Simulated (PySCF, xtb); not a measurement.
PbCl3, SMILES [Cl][Pb-]([Cl])[Cl], charge -1.

Harmonic wavenumbers (cm⁻¹) from GFN2-xTB run with xtb at its own minimum, in rising order: 65, 65, 74, 216, 216, 240.

Q: What does PBE-D3(BJ)/def2-SVPD (PySCF 2.14.0) give at its own minimum? (The exact figures need the calculation; the answer reports its results.)

A: 69, 69, 75, 232, 232, 255. Paired by order, the mean absolute difference is 9 cm⁻¹ and the zero-point energies are 1.3 and 1.3 kcal/mol.
